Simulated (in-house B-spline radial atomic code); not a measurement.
## Ionising the platinum ion Pt³⁺ with different functionals

Computed with an all-electron radial atomic-structure program (B-spline basis): four-component Dirac-Coulomb Hamiltonian, Fermi nucleus of rms radius 5.427 fm, spin-restricted, spherical fractional occupations for the functionals. The ionisation energy is the difference of two self-consistent energies, [Xe] 4f14 5d7 → [Xe] 4f14 5d6, without Breit or QED terms; ε is the level of the shell that loses the electron (mean over j). The electron is taken from both j subshells in proportion to 2j + 1, so the result is a j average, not the step between ground levels.

Hybrids are left out here: with spherical fractional occupations of an open shell their exact exchange keeps a self-interaction that integer-occupation calculations don't have.

```
           method  rung  ΔSCF (eV)  -ε(5d) (eV)
         LDA VWN5   LDA      45.94        39.05
 relativistic LDA   LDA      45.95        39.06
         LDA PW92   LDA      45.94        39.05
LDA exchange-only   LDA      44.32        37.47
              PBE   GGA      45.63        38.75
           PBEsol   GGA      45.67        38.78
             BLYP   GGA      45.51        38.63
             RPBE   GGA      45.55        38.66
             PW91   GGA      45.72        38.83
             BP86   GGA      45.74        38.86
             AM05   GGA      45.67        38.78
             OLYP   GGA      45.73        38.81
```

(1) How do they compare with the NIST value?

## Answers

(1) NIST lists 43 eV ± 1.7 (tabulated theory, ground level to ground level). Errors run from +1.32 to +2.95 eV; all lie within about twice that uncertainty, so the table can't rank the methods.
